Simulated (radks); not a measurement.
The numbers below are computed, except where a source is named.
The fluorine ion F+, 8 electrons, occupied as [He] 2s2 2p4. Level of theory: non-relativistic Kohn-Sham, PBEsol, spin-polarised, spherical densities, point nucleus; open shells are filled with parallel spins first (a radial shooting solver on a logarithmic mesh with Libxc functionals).

X-ray form factor f0, the Fourier transform of the density (f0(0) = 8):

| sin(theta)/lambda (1/angstrom) | f0 (electrons) |
|---|---|
| 0.05 | 7.868 |
| 0.1 | 7.495 |
| 0.15 | 6.938 |
| 0.2 | 6.273 |
| 0.25 | 5.573 |
| 0.3 | 4.893 |
| 0.4 | 3.729 |
| 0.5 | 2.887 |
| 0.6 | 2.328 |
| 0.8 | 1.743 |
| 1 | 1.483 |
| 1.25 | 1.286 |
| 1.5 | 1.116 |
| 2 | 0.806 |
